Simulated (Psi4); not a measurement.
C₅H₁₃AlO, charge -1, doublet, geometry from GFN2-xTB (such geometries of metal compounds can be far from the true shape) (a state made from the parent by changing its charge; the spin is typed, not shown lowest) (a gas-phase anion, which may not be bound at this level). Base run: BLYP/STO-3G (Psi4).

Here is a job for Psi4.
```
memory 2 GB

molecule mol {
-1 2
Al    0.588345    0.299312    1.328476
C    -1.025172   -0.536129    2.432823
H    -0.952250   -1.631377    2.514470
H    -2.045794   -0.333876    2.073930
H    -0.995603   -0.162865    3.465777
C     0.044238    2.354113    1.270035
H     0.751349    2.955583    0.678584
H     0.079685    2.774095    2.284659
H    -0.954331    2.604601    0.880587
O     0.611741   -0.352680   -0.272316
C     0.414346   -0.788177   -1.557290
C     0.180179    0.393653   -2.509520
C    -0.771039   -1.761235   -1.633848
H     1.321691   -1.329844   -1.904557
H    -0.706852    0.933341   -2.187574
H     0.052038    0.053617   -3.538497
H     1.027812    1.072853   -2.456694
H    -0.596098   -2.595444   -0.958659
H    -1.670688   -1.245031   -1.308328
H    -0.908687   -2.138619   -2.648563
}

set {
  basis sto-3g
  reference uks
}

energy('blyp')
print_variables()
```

The base run was repeated with changes; each row names its change, and settings that it needs were set with it.

| change | E (Eh) | SCF-reference <S^2> | core-seconds (rough) | outcome |
|---|---|---|---|---|
| base | -509.32524 | 0.751 | 20 | converged |
| functional = wb97m-v | - | - | - | cut at the time limit |
| functional = bhhlyp | -509.39937 | 0.752 | 10 | converged |
| functional = m11 | -508.73673 | 0.751 | 30 | converged |
| functional = svwn | -507.26050 | 0.751 | 10 | converged |
| functional = mn15 | -507.24994 | 0.751 | 30 | converged |
| functional = bp86 | -509.54138 | 0.751 | 30 | converged |
| functional = b2plyp | -508.92324 | 0.752 | 20 | converged |
| functional = tpss | -509.65180 | 0.751 | 30 | converged |
| functional = hf (with energy('scf')) | -507.30499 | 0.752 | 3 | converged |
| functional = b97m-v | - | - | - | cut at the time limit |
| functional = dsd-pbep86 | -508.39584 | 0.752 | 10 | converged |
| functional = pbe | -509.02253 | 0.751 | 20 | converged |

Totals shift with the method and basis; they matter in differences.

Open shells are given as the SCF converged; they aren't shown to be the lowest states, and a large step between rows can be another state.

A gas-phase anion may not be bound at this level; its values then depend on the basis.
